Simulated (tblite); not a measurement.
Record of a relaxation.

Species: C5H6O4S.
Numbering: `[O:1]=[CH:2][O:3][C@@H:4]1[O:5][C:6](=[S:7])[C@H:8]1[CH2:9][OH:10]` (hydrogens: H11 on C2; H12 on C4; H13 on C8; H14, H15 on C9; H16 on O10)

Computed with GFN2-xTB (tblite), gas phase: L-BFGS steps from a force-field or distance-geometry start until the largest atomic force falls under 0.01 eV/Å. 5 of its 131 geometries are shown.

Step 0: E = -902.9098 eV, largest atomic force 4.430 eV/Å
```
atom  x, y, z in Å  |  force x, y, z in eV/Å
O1      2.738   -1.485   -1.266    0.137   2.843   2.499
C2      2.892   -0.566   -0.428   -1.592  -2.855  -2.990
O3      1.864    0.239   -0.010    1.654  -0.209  -0.386
C4      0.558    0.106   -0.529   -1.244  -1.079   0.695
O5     -0.126    1.306   -0.771    1.545   2.818  -0.529
C6     -0.564    1.422    0.554    0.133   0.703  -0.291
S7     -0.986    2.667    1.535    0.409  -1.246  -1.253
C8     -0.437   -0.052    0.630    1.402  -1.631   2.374
C9     -1.726   -0.710    0.177   -0.788   0.377   0.332
O10    -2.259    0.142   -0.811   -0.989   0.548   0.911
H11     3.913   -0.464   -0.025   -0.782   0.814   0.471
H12     0.441   -0.705   -1.252    0.437   0.453  -0.550
H13     0.059   -0.475    1.506   -0.504  -0.230   0.425
H14    -1.550   -1.712   -0.255   -0.237   0.496   0.227
H15    -2.430   -0.729    1.060    0.547  -0.411  -0.663
H16    -2.396    1.022   -0.323   -0.129  -1.392  -1.274
```

Step 32: E = -904.3601 eV, largest atomic force 0.138 eV/Å
```
atom  x, y, z in Å  |  force x, y, z in eV/Å
O1      2.566   -1.416   -1.570   -0.006   0.016  -0.055
C2      2.834   -0.792   -0.594   -0.024   0.039   0.044
O3      2.006   -0.010    0.103    0.025   0.052   0.065
C4      0.712    0.241   -0.383   -0.056  -0.052   0.047
O5      0.462    1.647   -0.377    0.032   0.039   0.075
C6     -0.486    1.535    0.587    0.028  -0.006   0.065
S7     -1.387    2.648    1.299   -0.023   0.103  -0.057
C8     -0.400    0.031    0.673   -0.055   0.030  -0.005
C9     -1.698   -0.689    0.259    0.058   0.014   0.024
O10    -2.294   -0.123   -0.875   -0.014  -0.136   0.020
H11     3.813   -0.771   -0.088   -0.056  -0.051  -0.035
H12     0.577   -0.195   -1.376   -0.089  -0.069  -0.042
H13    -0.038   -0.345    1.632    0.018  -0.034  -0.087
H14    -1.478   -1.731    0.006    0.044   0.050  -0.001
H15    -2.373   -0.667    1.126    0.018  -0.025  -0.074
H16    -2.823    0.646   -0.630    0.100   0.031   0.015
```

Step 65: E = -904.4139 eV, largest atomic force 0.064 eV/Å
```
atom  x, y, z in Å  |  force x, y, z in eV/Å
O1      2.466   -1.195   -1.762    0.015   0.048   0.029
C2      2.760   -0.806   -0.677   -0.007  -0.053  -0.002
O3      1.978   -0.117    0.163   -0.007  -0.006  -0.024
C4      0.706    0.259   -0.283    0.005  -0.021   0.002
O5      0.536    1.679   -0.246   -0.009   0.008   0.037
C6     -0.506    1.590    0.620   -0.009  -0.019  -0.053
S7     -1.488    2.738    1.149   -0.001   0.009   0.014
C8     -0.428    0.085    0.748   -0.003  -0.019  -0.029
C9     -1.655   -0.721    0.299   -0.010  -0.002   0.008
O10    -2.189   -0.269   -0.912    0.050  -0.039  -0.011
H11     3.724   -0.981   -0.175   -0.003   0.018  -0.004
H12     0.509   -0.141   -1.285   -0.007   0.009  -0.007
H13    -0.073   -0.256    1.721   -0.001  -0.008  -0.008
H14    -1.354   -1.758    0.124   -0.002   0.023   0.007
H15    -2.404   -0.701    1.101   -0.001   0.041   0.013
H16    -2.588    0.601   -0.793   -0.009   0.011   0.029
```

Step 98: E = -904.4241 eV, largest atomic force 0.031 eV/Å
```
atom  x, y, z in Å  |  force x, y, z in eV/Å
O1      2.594   -0.885   -1.887   -0.016   0.007  -0.026
C2      2.794   -0.731   -0.727    0.003   0.005   0.022
O3      1.931   -0.245    0.176    0.008  -0.004   0.021
C4      0.679    0.184   -0.270    0.009   0.003  -0.008
O5      0.560    1.615   -0.241   -0.002  -0.008   0.001
C6     -0.480    1.566    0.629    0.005  -0.001   0.002
S7     -1.413    2.751    1.167    0.004  -0.011  -0.008
C8     -0.448    0.061    0.772    0.003   0.007  -0.002
C9     -1.710   -0.702    0.355   -0.006   0.011   0.001
O10    -2.128   -0.384   -0.942   -0.007  -0.003   0.005
H11     3.725   -0.984   -0.196    0.003   0.000  -0.001
H12     0.456   -0.203   -1.271    0.016  -0.009  -0.008
H13    -0.094   -0.278    1.746   -0.002   0.004  -0.006
H14    -1.498   -1.774    0.345    0.003   0.006   0.001
H15    -2.494   -0.497    1.095   -0.018  -0.011   0.002
H16    -2.480    0.514   -0.961   -0.004   0.005   0.005
```

Step 130: E = -904.4257 eV, largest atomic force 0.006 eV/Å
```
atom  x, y, z in Å  |  force x, y, z in eV/Å
O1      2.652   -0.770   -1.895    0.001  -0.001  -0.003
C2      2.818   -0.703   -0.721    0.000   0.001   0.003
O3      1.920   -0.300    0.190   -0.002   0.002   0.000
C4      0.678    0.145   -0.271   -0.003   0.005  -0.001
O5      0.581    1.578   -0.261    0.002  -0.001   0.000
C6     -0.466    1.556    0.602   -0.003  -0.002   0.001
S7     -1.391    2.759    1.112    0.003  -0.001  -0.002
C8     -0.455    0.052    0.767   -0.003   0.002   0.004
C9     -1.729   -0.699    0.363    0.001  -0.001  -0.002
O10    -2.170   -0.363   -0.920    0.000  -0.004  -0.001
H11     3.737   -0.983   -0.185    0.002  -0.002  -0.001
H12     0.459   -0.250   -1.270    0.002  -0.001   0.000
H13    -0.105   -0.276    1.746    0.000  -0.001   0.002
H14    -1.519   -1.772    0.337    0.000  -0.002   0.000
H15    -2.499   -0.503    1.120    0.002   0.001   0.000
H16    -2.517    0.538   -0.921   -0.002   0.005   0.001
```

Question: Summarise the path.

Answer: The energy falls by 34.96 kcal/mol from step 0 to step 130; nine tenths of that is first reached at step 21. It falls at every step. The largest force goes from 4.430 to 0.006 eV/Å. Among the bonds O1=C2 changes most, from 1.253 to 1.188 Å; the atoms move by 0.538 Å rms after alignment.

The cost below is that of the whole relaxation. The run took 0.98 s on Arm Neoverse V1, one thread, shared host.
